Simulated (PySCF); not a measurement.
Compound: C4H3FN2.
SMILES with atom numbers: `[F:1][c:2]1[cH:3][cH:4][n:5][n:6][cH:7]1`

Structure used (GFN2-xTB), in Å, numbered top down from 1:
```xyz
10
C4H3FN2 angstrom
F     -1.600    1.716    0.143
C     -0.756    0.679    0.058
C      0.609    0.877    0.036
C      1.379   -0.282   -0.056
N      0.855   -1.490   -0.116
N     -0.430   -1.657   -0.092
C     -1.245   -0.625   -0.009
H      1.042    1.863    0.087
H      2.458   -0.239   -0.081
H     -2.303   -0.838    0.007
```

NICS is the negative of the GIAO shielding at a point without a nucleus: at the ring centre (0) and 1 Å above and below it (1); zz is the component along the ring normal. Level: GIAO PBE0/pcSseg-1 (PySCF, non-relativistic, gas phase) on the GFN2-xTB geometry, one conformer.

Ring bond lengths (Å), with Mayer bond orders in brackets: C2–C3 1.380 (1.45), C3–C4 1.394 (1.32), C4–N5 1.318 (1.51), N5–N6 1.296 (1.32), N6–C7 1.317 (1.50), C7–C2 1.394 (1.30).

**Question.** Give the NICS values of each ring in ppm.

**Answer.** 
```json
{"ring": "C2–C3–C4–N5–N6–C7", "type": "6-membered ring with 2 N; formal bonds all aromatic", "NICS(0)": "-7.6", "NICS(1), two faces": "-11.7 / -11.7", "NICS(1)zz, two faces": "-28.8 / -28.8", "rms pucker (Å)": "0.00", "centre to ring atoms, mean (Å)": "1.35"}
```

**Question.** What can be read from them?

**Answer.** 
- C2–C3–C4–N5–N6–C7: mean NICS(1)zz -28.8 ppm, shielded, aromatic by this magnetic criterion (flat ring, no four-coordinate atom).

**Question.** What does the geometric index give? HOMA = 1 − mean of α(R − Ropt)² over the ring bonds, with Krygowski's 1993 parameters (CC: Ropt 1.388 Å, α 257.7 Å⁻²; CN: Ropt 1.334 Å, α 93.52 Å⁻²; NN: Ropt 1.309 Å, α 130.33 Å⁻²).

**Answer.** 
- C2–C3–C4–N5–N6–C7: HOMA 0.98; the largest term is that of N6–C7, α(R − Ropt)² = 0.03. The geometric and the magnetic index point the same way.

**Question.** What are the shieldings of the ring atoms and their hydrogens in the same run (means over atoms taken as equivalent)?

**Answer.** 
```
atoms                          environment  σ isotropic (ppm)
   C2                  aromatic C–F carbon               14.8
   C3                   aromatic CH carbon               69.9
   C4  aromatic CH next to a ring nitrogen               31.1
   N5               pyridine-type nitrogen             -190.7
   N6               pyridine-type nitrogen             -213.5
   C7  aromatic CH next to a ring nitrogen               39.8
   H8                    aromatic hydrogen              24.51
   H9                    aromatic hydrogen              22.15
  H10                    aromatic hydrogen              22.08
```
